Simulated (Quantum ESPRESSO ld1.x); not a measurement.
The numbers below are computed, except where a source is named.
Task: The aim is the cerium ion Ce2+ in [Xe] 4f2. This ld1.x (Quantum ESPRESSO 7.5) run was made with `OMP_NUM_THREADS=1 ld1.x < ld1.in > ld1.out`. Can the result be used? Name any fault.

```
 &input
    zed=58.0,
    iswitch=1,
    rel=2,
    dft='PW',
    config='[Xe] 4f2 8s1',
    lsmall=.true.,
    prefix='ld1',
    max_out_wfc=37,
    file_charge='ld1.rho',
 /
```

Output (excerpt):

```
     Program LD1 v.7.5 starts

 %%%%%%%%%%%%%%%%%%%%%%%%%%%%%%%%%%%%%%%%%%%%%%%%%%%%%%%%%%%%%%%%%%%%%%%%%%%%%%
     Error in routine el_config (13):
     wrong main quantum number
 %%%%%%%%%%%%%%%%%%%%%%%%%%%%%%%%%%%%%%%%%%%%%%%%%%%%%%%%%%%%%%%%%%%%%%%%%%%%%%

     stopping ...
```

Result: No (refused). The line at issue: config='[Xe] 4f2 8s1'. The program stops in el_config with "wrong main quantum number": the config string takes n from 1 to 7 alone. The sound input gives -8858.03 hartree.
